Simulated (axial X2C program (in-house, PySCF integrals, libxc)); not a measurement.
# Levels of HfF by electron attachment to HfF⁺ (EOM-EA-CCSD)

Calculated with an in-house all-electron X2C program for linear molecules (integrals from PySCF): two-component X2C with atomic mean-field Coulomb and Gaunt terms, Gaussian nuclei, basis Hf dyall-acv3z, F dyall-av3z with contracted cores.

R = 1.853 Å (near the PBE0 minimum at charge 0 of the determinant lowest at the starting distance; the state shown can have its own minimum elsewhere).

Hartree–Fock spinors of HfF⁺ (one of each Kramers pair; a window near the gap, which can cut inner shells):

```tsv
ω	occupied	ε (eV)	character
1/2	yes	-24.23	85% F p, 9% Hf d, 2% Hf p
1/2	yes	-23.60	87% F p, 6% Hf d, 3% Hf f
3/2	yes	-23.55	87% F p, 6% Hf d, 3% Hf f
1/2	yes	-14.22	64% Hf s, 18% Hf d, 10% F p
3/2	no	-5.61	99% Hf d
5/2	no	-5.38	99% Hf d
1/2	no	-5.38	50% Hf d, 43% Hf p, 3% F p
3/2	no	-4.99	60% Hf d, 35% Hf p, 3% F p
1/2	no	-4.84	47% Hf d, 43% Hf p, 4% Hf s
1/2	no	-3.53	46% Hf p, 30% Hf d, 14% F p
```

Levels of HfF obtained by attaching an electron to HfF⁺:

| Ω | binding energy (eV) | above lowest (cm⁻¹) | attached spinor | one-particle weight |
| --- | --- | --- | --- | --- |
| 3/2 | 6.980 | 0 | 97% Hf dδ | 0.90 |
| 5/2 | 6.695 | 2301 | 99% Hf dδ | 0.90 |
| 1/2 | 6.381 | 4835 | 58% Hf dπ, 24% Hf pπ | 0.92 |
| 3/2 | 6.057 | 7441 | 69% Hf dπ, 23% Hf pπ | 0.91 |
| 1/2 | 5.679 | 10495 | 39% Hf pσ, 39% Hf dσ, 10% Hf dπ | 0.93 |
| 1/2 | 4.396 | 20840 | 58% Hf pπ, 18% Hf dπ, 14% F pπ | 0.88 |
| 3/2 | 4.171 | 22655 | 61% Hf pπ, 16% Hf dπ, 14% F pπ | 0.87 |

**Question.** What is the splitting of the first π pair in the table, and is it regular or inverted?

**Answer.** E(3/2) − E(1/2) = 7441 − 4835 = 2606 cm⁻¹ at EOM-EA-CCSD: regular, Ω = 1/2 lower. Splittings at this level can be off by ten to twenty per cent.

This point took 25 s on 1 thread of Arm Neoverse V1, on a shared host.

Reference electrons by ω block (each with its −ω partner): 1/2: 24, 3/2: 11, 5/2: 4, 7/2: 1. 18 electrons of HfF⁺ correlated (inner shells frozen), 84 natural virtual spinors (a truncated set); levels can be off by some tenths of an eV. Roots sought by Ω: (1/2: 5, 3/2: 4, 5/2: 2, 7/2: 1); rows need 60 % one-particle weight and stop where some Ω has no more roots. Missing are any skipped roots, higher Ω and states of a further excitation; these come out far too high here and may in truth be low or lowest. T1 of the reference 0.021 (Lee–Taylor). The reference was not checked to be the lowest state of its species. Number of frozen shells: Hf 4 s, 3 p, 2 d, 1 f; F 1 s. Large amplitudes in the reference (orbital relaxation or multireference character) lower the reliability.
